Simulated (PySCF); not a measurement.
## Polarisability and C₆ of B (boron, neutral)

[He] 2s2 2p1, 2P determinant. All numbers are calculated (PySCF 2.14, scalar relativity by spin-free X2C-1e, in aug-cc-pVTZ-DK (5s4p3d2f, 46 functions)). Coupled (time-dependent) response in atomic units; α is the mean over directions.

```json
{"method": "UHF", "mean α (bohr³)": "22.13", "α xx, yy, zz": "20.43, 25.53, 20.43", "C₆ (like pair)": "106.0", "S(−4)": "415.6"}
{"method": "PBE", "mean α (bohr³)": "23.55", "α xx, yy, zz": "20.64, 29.35, 20.64", "C₆ (like pair)": "116.1", "S(−4)": "387.1"}
{"method": "PBE0", "mean α (bohr³)": "22.49", "α xx, yy, zz": "20.10, 27.27, 20.10", "C₆ (like pair)": "109.9", "S(−4)": "333.9"}
{"method": "B97-3", "mean α (bohr³)": "22.15", "α xx, yy, zz": "19.87, 26.69, 19.87", "C₆ (like pair)": "107.5", "S(−4)": "316.3"}
{"method": "PBEsol", "mean α (bohr³)": "23.89", "α xx, yy, zz": "20.86, 29.93, 20.86", "C₆ (like pair)": "118.7", "S(−4)": "396.5"}
```

S(−4) is the Cauchy moment in α(ω) = α(0) + S(−4) ω² + …

Reference α: 20.5 ± 0.1 bohr³ (recommended; Schwerdtfeger and Nagle, table of static dipole polarizabilities (2023 update)). Published C₆: 99.50 (Chu and Dalgarno (2004); Tang, Norbeck and Certain (1976)).

α(iu) at PBE:

| u (hartree) | α(iu) (bohr³) |
| --- | --- |
| 0 | 23.55 |
| 0.0500 | 22.63 |
| 0.100 | 20.41 |
| 0.200 | 15.14 |
| 0.300 | 10.92 |
| 0.500 | 6.045 |
| 0.750 | 3.374 |
| 1.00 | 2.138 |
| 1.50 | 1.079 |
| 2.00 | 0.6512 |
| 3.00 | 0.3139 |
| 5.00 | 0.1237 |

The components differ because the open shell of this determinant is not spherical; for a pure term their mean is the scalar polarisability.
